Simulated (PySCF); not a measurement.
This script is equivalent to a calculation on As⁺ (arsenic, charge +1).

```python
from pyscf import gto, scf, dft, mp, cc
import basis_set_exchange as bse
mol = gto.M(atom="As 0 0 0", charge=1, spin=2, symmetry="D2h",
            basis=gto.basis.parse(bse.get_basis("x2c-QZVPPall", elements=["As"], fmt="nwchem")),
            nucmod="G")
mf = dft.UKS(mol, xc="LDA,VWN").sfx2c1e()
mf.irrep_nelec = {'Ag': (6, 6), 'B1g': (1, 1), 'B2g': (1, 1), 'B3g': (1, 1), 'B1u': (3, 2), 'B2u': (3, 2), 'B3u': (2, 2)}
mf.kernel()
```

Question: What total energy does it give?

Answer: -2256.992 hartree (calculated).

Question: Which occupied shell lies highest, and where?

Answer: 4p α, at -14.047 eV.

Question: What is ⟨S²⟩, and what would a pure spin state give?

Answer: 2.001, against 2.00.
